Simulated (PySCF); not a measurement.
Polarisability and C₆ of Ga⁻ (gallium, charge -1)

[Ar] 3d10 4s2 4p2, high-spin 3P determinant. Calculation: PySCF 2.14, in aug-cc-pVQZ-DK (8s7p5d3f2g, 93 functions); scalar relativity by spin-free X2C-1e. Coupled (time-dependent) response in atomic units; α is the mean over directions.

```
 method  mean α (bohr³)         α xx, yy, zz  C₆ (like pair)   S(−4)
wB97X-V           398.2  180.6, 507.0, 506.9            7501  168200
```

S(−4) is the Cauchy moment in α(ω) = α(0) + S(−4) ω² + …

Spin-orbit coupling is absent.

α(iu) at wB97X-V:

| u (hartree) | α(iu) (bohr³) |
| --- | --- |
| 0 | 398.2 |
| 0.0500 | 228.4 |
| 0.100 | 126.7 |
| 0.200 | 55.03 |
| 0.300 | 31.18 |
| 0.500 | 14.38 |
| 0.750 | 7.570 |
| 1.00 | 4.782 |
| 1.50 | 2.509 |
| 2.00 | 1.587 |
| 3.00 | 0.8207 |
| 5.00 | 0.3409 |

A single London oscillator, α(iu) = α/(1 + u²/ω²), gives C₆ = (3/4) ω α². Matching the computed C₆ needs ω = 4 × 7501 / (3 × 398.2²) = 0.0631 hartree.

For an ion, C₆ is the dispersion term alone; charge-induced terms of lower order in 1/R come first.

The components differ because the open shell of this determinant is not spherical; for a pure term their mean is the scalar polarisability.
